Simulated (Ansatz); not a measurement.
Program: Ansatz. Geometries: PBE0-D4/def2-TZVP. ΔE: electronic, gas phase. CCSD(T)/CBS adds triple-zeta CCSD(T) − MP2 to the extrapolated MP2 energy (def2 sets, frozen cores). This one scheme is used for every species. DFT in def2-TZVPP. B3LYP here is the variant with VWN-RPA as its local correlation; programs differ in this. Triplets are unrestricted, without spin–orbit coupling. Each species was taken in one conformer, which may not be the lowest.

`C[Si@@H]1S[Si@@H]1N` → `[CH2]` (triplet) + `N[SiH]1[SiH2]S1`  (formal loss of a carbene)

```tsv
level	ΔE (kcal/mol)	difference from CCSD(T)/CBS
PBE-D4	116.6	1.6
r2SCAN-D4	110.0	-5.0
PBE0-D4	114.6	-0.4
B3LYP-D4	113.2	-1.8
ωB97X-V	117.0	2.0
ωB97M-V	115.7	0.7
B2PLYP	112.4	-2.6
PBE	114.8	-0.2
r2SCAN	109.5	-5.5
PBE0	113.0	-2.0
B3LYP	110.4	-4.6
HF/def2-TZVPP	78.4	-36.6
MP2/def2-TZVPP	115.8	0.8
SCS-MP2/def2-TZVPP	115.2	0.2
CCSD/def2-TZVPP	109.1	-5.9
CCSD(T)/def2-TZVPP	111.9	-3.1
HF/def2-QZVPP	78.5	-36.5
MP2/def2-QZVPP	117.6	2.6
SCS-MP2/def2-QZVPP	117.2	2.2
HF/CBS(def2)	78.5	-36.5
MP2/CBS(def2)	118.8	3.8
CCSD/CBS(def2)	112.1	-2.9
CCSD(T)/CBS	115.0	0
```

Largest T1 diagnostic among the species: 0.013.

In def2-TZVPP, CCSD(T) changes the Hartree–Fock value by +33.5 kcal/mol (the triples alone add +2.8 kcal/mol) and MP2 by +37.4 kcal/mol. From PBE to PBE0 (25 % exact exchange), in def2-TZVPP and without D4, ΔE moves by −1.8 kcal/mol.
